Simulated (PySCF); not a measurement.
# Dipole response of La (lanthanum, neutral)

[Xe] 5d1 6s2, 2D determinant. All numbers are calculated (PySCF 2.14, the spin-free X2C one-electron Hamiltonian (Gaussian nucleus), in ANO-R3 (9s7p7d3f2g1h, 115 functions)). Coupled (time-dependent) response in atomic units; α is the mean over directions. The basis has no added diffuse functions, which lowers α and C₆.

| method | mean α (bohr³) | α xx, yy, zz | C₆ (like pair) | S(−4) |
| --- | --- | --- | --- | --- |
| PBE | 129.9 | 128.0, 128.0, 133.9 | 2087 | 6739 |

S(−4) is the Cauchy moment in α(ω) = α(0) + S(−4) ω² + …

Reference α: 215 ± 20 bohr³ (recommended; Schwerdtfeger and Nagle, table of static dipole polarizabilities (2023 update)). Published C₆: 3730 (Gould and Bucko (2016)).

Spin-orbit coupling is absent.

α(iu) at PBE:

```csv
u (hartree),α(iu) (bohr³)
0,129.9
0.0500,115.5
0.100,88.91
0.200,51.35
0.300,33.47
0.500,18.60
0.750,11.34
1.00,7.787
1.50,4.392
2.00,2.859
3.00,1.544
5.00,0.7043
```

The components differ because the open shell of this determinant is not spherical; for a pure term their mean is the scalar polarisability.

⟨L²⟩ = 8.76 against 6 for a pure D term, so this real determinant mixes terms. Spin-orbit coupling, absent here, splits the open shell strongly. ⟨S²⟩ = 1.43 against 0.75 shows spin contamination. The s, p, d and f populations moved away from the nominal configuration during the SCF.
